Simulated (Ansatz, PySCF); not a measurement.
HfO₃, SMILES [O]=[Hf]1[O][O]1, multiplicity 1. Atoms are numbered in the order given.

```xyz
4

Hf     0.2424    -0.2081     0.0000
O     -0.9761    -1.5036     0.0000
O     -0.4216     1.4674     0.7608
O     -0.4216     1.4674    -0.7608
```

Coordinates come from a B3LYP-D3(BJ)/def2-TZVP optimisation. The spin state was assumed, not searched. The def2 effective core potentials stand for the cores of Hf; spin–orbit coupling is left out.

Two levels are set side by side: PBE-D3(BJ)/def2-TZVP (Ansatz, a program for electronic structure) and B3LYP-D3(BJ)/def2-TZVP (Ansatz). Each level has its own optimised geometry; the coordinates shown are those of the second. Frequencies come from the Hessian of PySCF at each geometry. Differences are taken from unrounded values.

```tsv
quantity	B3LYP-D3(BJ)
mean bond length (Å)	1.803
bond Hf1–O2 (Å)	1.779
bond Hf1–O3 (Å)	1.956
bond Hf1–O4 (Å)	1.956
bond O3–O4 (Å)	1.522
highest harmonic wavenumber (cm⁻¹)	897
mean harmonic wavenumber (cm⁻¹)	551
zero-point energy (kcal/mol)	4.73
```

### Question
What does PBE-D3(BJ) give, and how far is it from B3LYP-D3(BJ)? (Estimate from the structure and the level; the computed values follow.)

### Answer

```json
[
 {"quantity": "mean bond length (Å)", "PBE-D3(BJ)": "1.808", "PBE-D3(BJ) minus B3LYP-D3(BJ)": "0.005"},
 {"quantity": "bond Hf1–O2 (Å)", "PBE-D3(BJ)": "1.786", "PBE-D3(BJ) minus B3LYP-D3(BJ)": "0.008"},
 {"quantity": "bond Hf1–O3 (Å)", "PBE-D3(BJ)": "1.960", "PBE-D3(BJ) minus B3LYP-D3(BJ)": "0.004"},
 {"quantity": "bond Hf1–O4 (Å)", "PBE-D3(BJ)": "1.960", "PBE-D3(BJ) minus B3LYP-D3(BJ)": "0.004"},
 {"quantity": "bond O3–O4 (Å)", "PBE-D3(BJ)": "1.525", "PBE-D3(BJ) minus B3LYP-D3(BJ)": "0.004"},
 {"quantity": "highest harmonic wavenumber (cm⁻¹)", "PBE-D3(BJ)": "869", "PBE-D3(BJ) minus B3LYP-D3(BJ)": "-28"},
 {"quantity": "mean harmonic wavenumber (cm⁻¹)", "PBE-D3(BJ)": "538", "PBE-D3(BJ) minus B3LYP-D3(BJ)": "-13"},
 {"quantity": "zero-point energy (kcal/mol)", "PBE-D3(BJ)": "4.62", "PBE-D3(BJ) minus B3LYP-D3(BJ)": "-0.11"}
]
```
